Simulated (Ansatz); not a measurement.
Basis-set extrapolation for `F[B-]1(Cl)OC(C(F)(F)F)=CC(C(F)(F)F)=[O+]1` (PBE0-D4/def2-TZVP geometry, frozen core, Ansatz). Multiplicity 1, RHF reference.

```
                       def2-TZVPP    def2-QZVPP
                 HF  -1520.534500  -1520.592015
    MP2 correlation     -3.232432     -3.513907
CCSD(T) correlation     -3.377603       not run
```

Energies in hartree. Use E(X) = E(∞) + A·exp(−7.88·√X) for Hartree–Fock and E(X) = E(∞) + B·X^(−2.97) for correlation, with X = 3 and 4, and add CCSD(T) minus MP2 of the smaller set to the MP2 limit.

Task: What is the CCSD(T) energy at the basis-set limit?

Result: HF limit: -1520.592015 + (-0.057515) × 0.13774 = -1520.59994. MP2 limit: -3.513907 + (-0.281475) × 0.74074 = -3.72241. Higher-order term: -3.377603 − (-3.232432) = -0.14517. Total: -1524.46752 hartree, 1458.2 kJ/mol below CCSD(T)/def2-TZVPP.
